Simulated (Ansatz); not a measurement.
Method: PBE0-D3(BJ)/def2-SVP run with Ansatz (a quantum-chemistry and plane-wave program). No frequencies were computed at this level.

Ansatz 0.2 input:
```yaml
crystal:
  periodic: [false, false, false]
  atoms:
    - { symbol: N, position_ang: [2.638073, -0.004497, -1.079459] }
    - { symbol: Si, position_ang: [1.319845, -1.119305, -1.081298] }
    - { symbol: Si, position_ang: [-0.360311, -0.068133, 0.164034] }
    - { symbol: Si, position_ang: [-2.196316, -1.516501, 0.207563] }
    - { symbol: Si, position_ang: [-0.928982, 1.975927, -0.839288] }
    - { symbol: Si, position_ang: [0.337116, 0.427405, 2.347235] }
    - { symbol: H, position_ang: [3.526942, -0.304285, -1.446024] }
    - { symbol: H, position_ang: [2.467163, 0.946129, -1.363831] }
    - { symbol: H, position_ang: [0.873157, -1.505977, -2.435652] }
    - { symbol: H, position_ang: [1.907662, -2.329961, -0.501136] }
    - { symbol: H, position_ang: [-3.328535, -0.993193, 0.973815] }
    - { symbol: H, position_ang: [-2.714942, -1.814678, -1.129943] }
    - { symbol: H, position_ang: [-1.861104, -2.811681, 0.805554] }
    - { symbol: H, position_ang: [-1.979082, 2.7036, -0.122687] }
    - { symbol: H, position_ang: [-1.394606, 1.849349, -2.223869] }
    - { symbol: H, position_ang: [0.218801, 2.890718, -0.898029] }
    - { symbol: H, position_ang: [1.448857, 1.380524, 2.385007] }
    - { symbol: H, position_ang: [0.770165, -0.745765, 3.10995] }
    - { symbol: H, position_ang: [-0.743903, 1.04032, 3.128061] }
basis:
  gaussian: { orbitals: def2-svp }
hamiltonian:
  xc: pbe0
  dispersion: d3bj
relax:
  max_steps: 150
```

Output:

```
[...]
mean field -41058.49337822 eV, -1508.8718012032 hartree, gradient 3.5e-5 eV, S^2 0.000000; 0 other end points of the search recorded, 0 dependent functions left out
reference -41058.49341882 eV, -1508.8718026952 hartree; 45, 45 occupied and 124, 124 virtual orbitals, 1739 factors
relax step   4: F+E_penalty+E_count = -41059.05796615 eV  Δ(F+E_penalty+E_count) = -3.547e-3 eV  max|allowed force component| = 5.569e-2 eV/Å  Δτ_max = 0.0430 Å  (23 SCF iters, accepted)
these checks for a lower state are left out or cut short: starts, cluster_reference, orbital_swaps, neighbouring_geometries, increment
1739 factors; integrals over basis functions are off by at most 4.8e-4 eV
mean field -41058.49365350 eV, -1508.8718113194 hartree, gradient 3.4e-5 eV, S^2 0.000000; 0 other end points of the search recorded, 0 dependent functions left out
reference -41058.49369408 eV, -1508.8718128110 hartree; 45, 45 occupied and 124, 124 virtual orbitals, 1739 factors
relax step   5: F+E_penalty+E_count = -41059.05923504 eV  Δ(F+E_penalty+E_count) = -1.269e-3 eV  max|allowed force component| = 7.035e-2 eV/Å  Δτ_max = 0.0546 Å  (23 SCF iters, accepted)
these checks for a lower state are left out or cut short: starts, cluster_reference, orbital_swaps, neighbouring_geometries, increment
1739 factors; integrals over basis functions are off by at most 4.8e-4 eV
mean field -41058.49576979 eV, -1508.8718890918 hartree, gradient 3.2e-5 eV, S^2 0.000000; 0 other end points of the search recorded, 0 dependent functions left out
reference -41058.49581041 eV, -1508.8718905845 hartree; 45, 45 occupied and 124, 124 virtual orbitals, 1739 factors
relax step   6: F+E_penalty+E_count = -41059.06181757 eV  Δ(F+E_penalty+E_count) = -2.583e-3 eV  max|allowed force component| = 2.802e-2 eV/Å  Δτ_max = 0.0436 Å  (24 SCF iters, accepted)
these checks for a lower state are left out or cut short: starts, cluster_reference, orbital_swaps, neighbouring_geometries, increment
1739 factors; integrals over basis functions are off by at most 4.7e-4 eV
mean field -41058.49700430 eV, -1508.8719344592 hartree, gradient 5.3e-5 eV, S^2 0.000000; 0 other end points of the search recorded, 0 dependent functions left out
reference -41058.49704489 eV, -1508.8719359507 hartree; 45, 45 occupied and 124, 124 virtual orbitals, 1739 factors
relax step   7: F+E_penalty+E_count = -41059.06430589 eV  Δ(F+E_penalty+E_count) = -2.488e-3 eV  max|allowed force component| = 9.678e-2 eV/Å  Δτ_max = 0.1437 Å  (24 SCF iters, accepted)
these checks for a lower state are left out or cut short: starts, cluster_reference, orbital_swaps, neighbouring_geometries, increment
1739 factors; integrals over basis functions are off by at most 4.7e-4 eV
mean field -41058.49811130 eV, -1508.8719751406 hartree, gradient 3.1e-5 eV, S^2 0.000000; 0 other end points of the search recorded, 0 dependent functions left out
reference -41058.49815187 eV, -1508.8719766315 hartree; 45, 45 occupied and 124, 124 virtual orbitals, 1739 factors
relax step   8: F+E_penalty+E_count = -41059.06538807 eV  Δ(F+E_penalty+E_count) = -1.082e-3 eV  max|allowed force component| = 7.316e-2 eV/Å  Δτ_max = 0.0273 Å  (25 SCF iters, accepted)
these checks for a lower state are left out or cut short: starts, cluster_reference, orbital_swaps, neighbouring_geometries, increment
1739 factors; integrals over basis functions are off by at most 4.6e-4 eV
mean field -41058.49918675 eV, -1508.8720146628 hartree, gradient 4.8e-5 eV, S^2 0.000000; 0 other end points of the search recorded, 0 dependent functions left out
reference -41058.49922726 eV, -1508.8720161516 hartree; 45, 45 occupied and 124, 124 virtual orbitals, 1739 factors
relax step   9: F+E_penalty+E_count = -41059.06668329 eV  Δ(F+E_penalty+E_count) = -1.295e-3 eV  max|allowed force component| = 1.211e-1 eV/Å  Δτ_max = 0.1150 Å  (24 SCF iters, accepted)
these checks for a lower state are left out or cut short: starts, cluster_reference, orbital_swaps, neighbouring_geometries, increment
1739 factors; integrals over basis functions are off by at most 4.7e-4 eV
mean field -41058.49983384 eV, -1508.8720384429 hartree, gradient 3.4e-5 eV, S^2 0.000000; 0 other end points of the search recorded, 0 dependent functions left out
reference -41058.49987433 eV, -1508.8720399307 hartree; 45, 45 occupied and 124, 124 virtual orbitals, 1739 factors
relax step  10: F+E_penalty+E_count = -41059.06776316 eV  Δ(F+E_penalty+E_count) = -1.080e-3 eV  max|allowed force component| = 1.503e-1 eV/Å  Δτ_max = 0.0636 Å  (23 SCF iters, accepted)
these checks for a lower state are left out or cut short: starts, cluster_reference, orbital_swaps, neighbouring_geometries, increment
1739 factors; integrals over basis functions are off by at most 4.7e-4 eV
mean field evaluation 64: about -41058.4969 eV, gradient 3.9e-1 eV
mean field -41058.50078097 eV, -1508.8720732493 hartree, gradient 1.1e-5 eV, S^2 0.000000; 0 other end points of the search recorded, 0 dependent functions left out
reference -41058.50082147 eV, -1508.8720747375 hartree; 45, 45 occupied and 124, 124 virtual orbitals, 1739 factors
relax step  11: F+E_penalty+E_count = -41059.06862075 eV  Δ(F+E_penalty+E_count) = -8.576e-4 eV  max|allowed force component| = 1.085e-1 eV/Å  Δτ_max = 0.0106 Å  (22 SCF iters, accepted)
these checks for a lower state are left out or cut short: starts, cluster_reference, orbital_swaps, neighbouring_geometries, increment
1739 factors; integrals over basis functions are off by at most 4.7e-4 eV
mean field -41058.50135968 eV, -1508.8720945165 hartree, gradient 2.5e-5 eV, S^2 0.000000; 0 other end points of the search recorded, 0 dependent functions left out
reference -41058.50140018 eV, -1508.8720960046 hartree; 45, 45 occupied and 124, 124 virtual orbitals, 1739 factors
relax step  12: F+E_penalty+E_count = -41059.06923849 eV  Δ(F+E_penalty+E_count) = -6.177e-4 eV  max|allowed force component| = 4.809e-2 eV/Å  Δτ_max = 0.0170 Å  (21 SCF iters, accepted)
these checks for a lower state are left out or cut short: starts, cluster_reference, orbital_swaps, neighbouring_geometries, increment
1739 factors; integrals over basis functions are off by at most 4.7e-4 eV
mean field -41058.50191091 eV, -1508.8721147738 hartree, gradient 3.0e-5 eV, S^2 0.000000; 0 other end points of the search recorded, 0 dependent functions left out
reference -41058.50195140 eV, -1508.8721162616 hartree; 45, 45 occupied and 124, 124 virtual orbitals, 1739 factors
relax step  13: F+E_penalty+E_count = -41059.06971600 eV  Δ(F+E_penalty+E_count) = -4.775e-4 eV  max|allowed force component| = 2.025e-2 eV/Å  Δτ_max = 0.0291 Å  (24 SCF iters, accepted)
these checks for a lower state are left out or cut short: starts, cluster_reference, orbital_swaps, neighbouring_geometries, increment
1739 factors; integrals over basis functions are off by at most 4.7e-4 eV
mean field -41058.50236612 eV, -1508.8721315025 hartree, gradient 3.0e-5 eV, S^2 0.000000; 0 other end points of the search recorded, 0 dependent functions left out
reference -41058.50240659 eV, -1508.8721329896 hartree; 45, 45 occupied and 124, 124 virtual orbitals, 1739 factors
relax step  14: F+E_penalty+E_count = -41059.07018672 eV  Δ(F+E_penalty+E_count) = -4.707e-4 eV  max|allowed force component| = 2.238e-2 eV/Å  Δτ_max = 0.0630 Å  (23 SCF iters, accepted)
these checks for a lower state are left out or cut short: starts, cluster_reference, orbital_swaps, neighbouring_geometries, increment
1739 factors; integrals over basis functions are off by at most 4.7e-4 eV
mean field -41058.50252191 eV, -1508.8721372275 hartree, gradient 2.9e-5 eV, S^2 0.000000; 0 other end points of the search recorded, 0 dependent functions left out
reference -41058.50256238 eV, -1508.8721387149 hartree; 45, 45 occupied and 124, 124 virtual orbitals, 1739 factors
relax step  15: F+E_penalty+E_count = -41059.07033676 eV  Δ(F+E_penalty+E_count) = -1.500e-4 eV  max|allowed force component| = 2.716e-2 eV/Å  Δτ_max = 0.0515 Å  (24 SCF iters, accepted)
these checks for a lower state are left out or cut short: starts, cluster_reference, orbital_swaps, neighbouring_geometries, increment
1739 factors; integrals over basis functions are off by at most 4.7e-4 eV
mean field -41058.50253985 eV, -1508.8721378868 hartree, gradient 5.0e-5 eV, S^2 0.000000; 0 other end points of the search recorded, 0 dependent functions left out
reference -41058.50258032 eV, -1508.8721393743 hartree; 45, 45 occupied and 124, 124 virtual orbitals, 1739 factors
relax step  16: F+E_penalty+E_count = -41059.07040974 eV  Δ(F+E_penalty+E_count) = -7.298e-5 eV  max|allowed force component| = 1.922e-2 eV/Å  Δτ_max = 0.0031 Å  (18 SCF iters, accepted)
these checks for a lower state are left out or cut short: starts, cluster_reference, orbital_swaps, neighbouring_geometries, increment
1739 factors; integrals over basis functions are off by at most 4.7e-4 eV
mean field evaluation 96: about -41058.5007 eV, gradient 6.6e-1 eV
mean field -41058.50253558 eV, -1508.8721377301 hartree, gradient 1.1e-5 eV, S^2 0.000000; 0 other end points of the search recorded, 0 dependent functions left out
reference -41058.50257607 eV, -1508.8721392178 hartree; 45, 45 occupied and 124, 124 virtual orbitals, 1739 factors
relax step  17: F+E_penalty+E_count = -41059.07052057 eV  Δ(F+E_penalty+E_count) = -1.108e-4 eV  max|allowed force component| = 1.214e-2 eV/Å  Δτ_max = 0.0219 Å  (22 SCF iters, accepted)
these checks for a lower state are left out or cut short: starts, cluster_reference, orbital_swaps, neighbouring_geometries, increment
1739 factors; integrals over basis functions are off by at most 4.7e-4 eV
mean field -41058.50247584 eV, -1508.8721355344 hartree, gradient 8.4e-6 eV, S^2 0.000000; 0 other end points of the search recorded, 0 dependent functions left out
reference -41058.50251633 eV, -1508.8721370227 hartree; 45, 45 occupied and 124, 124 virtual orbitals, 1739 factors
relax step  18: F+E_penalty+E_count = -41059.07049997 eV  Δ(F+E_penalty+E_count) = +2.060e-5 eV  max|allowed force component| = 1.435e-2 eV/Å  Δτ_max = 0.0170 Å  (23 SCF iters, rejected (line search))
these checks for a lower state are left out or cut short: starts, cluster_reference, orbital_swaps, neighbouring_geometries, increment
1739 factors; integrals over basis functions are off by at most 4.7e-4 eV
mean field -41058.50258230 eV, -1508.8721394469 hartree, gradient 2.1e-5 eV, S^2 0.000000; 0 other end points of the search recorded, 0 dependent functions left out
reference -41058.50262279 eV, -1508.8721409350 hartree; 45, 45 occupied and 124, 124 virtual orbitals, 1739 factors
relax step  19: F+E_penalty+E_count = -41059.07055165 eV  Δ(F+E_penalty+E_count) = -3.108e-5 eV  max|allowed force component| = 6.414e-3 eV/Å  Δτ_max = 0.0081 Å  (21 SCF iters, accepted)
these checks for a lower state are left out or cut short: starts, cluster_reference, orbital_swaps, neighbouring_geometries, increment
1739 factors; integrals over basis functions are off by at most 4.7e-4 eV
mean field -41058.50263609 eV, -1508.8721414236 hartree, gradient 7.7e-6 eV, S^2 0.000000; 0 other end points of the search recorded, 0 dependent functions left out
reference -41058.50267660 eV, -1508.8721429125 hartree; 45, 45 occupied and 124, 124 virtual orbitals, 1739 factors
relax step  20: F+E_penalty+E_count = -41059.07054016 eV  Δ(F+E_penalty+E_count) = +1.149e-5 eV  max|allowed force component| = 9.220e-3 eV/Å  Δτ_max = 0.0162 Å  (23 SCF iters, accepted)
1739 factors; integrals over basis functions are off by at most 4.7e-4 eV
mean field evaluation 128: about -41058.5026 eV, gradient 1.2e-2 eV
mean field -41058.50263609 eV, -1508.8721414236 hartree, gradient 7.7e-6 eV, S^2 0.000000; 1 other end points of the search recorded, 0 dependent functions left out
reference -41058.50267660 eV, -1508.8721429125 hartree; 45, 45 occupied and 124, 124 virtual orbitals, 1739 factors
Total energy: -41059.07058068 eV, -1508.8930130023 hartree
Atom 0 at     2.739728    -0.102407    -0.704868 Å, force    -0.002494    -0.001648    -0.003943 eV/Å
Atom 1 at     1.328529    -1.018775    -1.140477 Å, force     0.006093     0.006788     0.006639 eV/Å
Atom 2 at    -0.428771    -0.060428     0.076401 Å, force    -0.004210     0.008312     0.002102 eV/Å
Atom 3 at    -2.262088    -1.501685     0.259899 Å, force     0.000280     0.000035     0.001179 eV/Å
Atom 4 at    -1.090163     1.939993    -0.944640 Å, force    -0.000712    -0.003909    -0.007246 eV/Å
Atom 5 at     0.473584     0.433485     2.181063 Å, force     0.004190    -0.009220    -0.001481 eV/Å
Atom 6 at     3.661027    -0.444641    -0.957490 Å, force    -0.000304    -0.004377    -0.001139 eV/Å
Atom 7 at     2.706810     0.909442    -0.771960 Å, force    -0.003414    -0.000352     0.001193 eV/Å
Atom 8 at     0.976699    -1.062157    -2.602128 Å, force    -0.000057     0.000717    -0.000926 eV/Å
Atom 9 at     1.556335    -2.432329    -0.707964 Å, force     0.001480     0.000313     0.000125 eV/Å
Atom 10 at    -3.359681    -0.845657     1.035715 Å, force     0.000219     0.000495     0.000297 eV/Å
Atom 11 at    -2.781513    -1.855651    -1.097536 Å, force     0.000747     0.000292     0.000016 eV/Å
Atom 12 at    -1.860111    -2.758788     0.963346 Å, force    -0.000156    -0.001083    -0.000089 eV/Å
Atom 13 at    -2.103055     2.660508    -0.112767 Å, force     0.000084    -0.001279     0.001794 eV/Å
Atom 14 at    -1.678049     1.670564    -2.293483 Å, force    -0.000901     0.002915    -0.001126 eV/Å
Atom 15 at     0.099151     2.834073    -1.118612 Å, force     0.000641     0.000302     0.000936 eV/Å
Atom 16 at     1.484273     1.528505     2.058106 Å, force    -0.000410     0.000436    -0.001385 eV/Å
Atom 17 at     1.133022    -0.780175     2.751890 Å, force     0.001802     0.000230     0.005011 eV/Å
Atom 18 at    -0.595728     0.886117     3.125507 Å, force    -0.002878     0.001035    -0.001958 eV/Å
Dipole moment:     0.283373     0.080162    -0.152604 e Å
```

Cost: very roughly 5 core-minutes.
